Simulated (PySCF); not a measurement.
**MF cations for M along group 13**

CCSD(T) with double-zeta basis sets in PySCF, for the lowest determinant that a PBE0 search found; no spin–orbit coupling. De refers to high-spin ground-configuration atoms (the charge goes to the atom of lower measured ionisation energy or higher electron affinity, which is not always the lowest computed limit).

| M | basis | reference, frozen orbitals | charged atom | state (unpaired electrons) | Re (Å) | ωe (cm⁻¹) | De (eV) |
| --- | --- | --- | --- | --- | --- | --- | --- |
| B | aug-pcseg-1 | UHF, 2 | B+ | doublet (σ ↑) | 1.232 | 1633 | 4.43 |
| Al | pcseg-1 | UHF, 6 | Al+ | doublet (σ ↑) | 1.636 | 914 | 2.68 |
| Ga | aug-cc-pVDZ-PP/aug-cc-pVDZ | UHF, 5 | Ga+ | doublet (σ ↑) | 1.715 | 718 | 1.36 |

The shortest bond is that of BF⁺ (1.232 Å), the longest that of GaF⁺ (1.715 Å). BF⁺ is bound most strongly (4.43 eV) and GaF⁺ least (1.36 eV).

The rows differ in basis set, which adds steps of its own.

Down a group the atoms grow and get heavier, so bonds lengthen and wavenumbers fall; this series shows no clear exception.

Correlated steps freeze the inner cores (2 to 6 orbitals); shallow outer-core shells are correlated. Correlated levels converge slowly with the basis: in double zeta they bind strong bonds too weakly, by up to about 1 eV, and carry superposition errors of some tenths. Spin–orbit coupling is left out. For an ion De counts to the pair picked by the measured ionisation energies or electron affinities, which need not be the lowest pair at this level. States were picked by a PBE0 search and need not be the measured ground states.
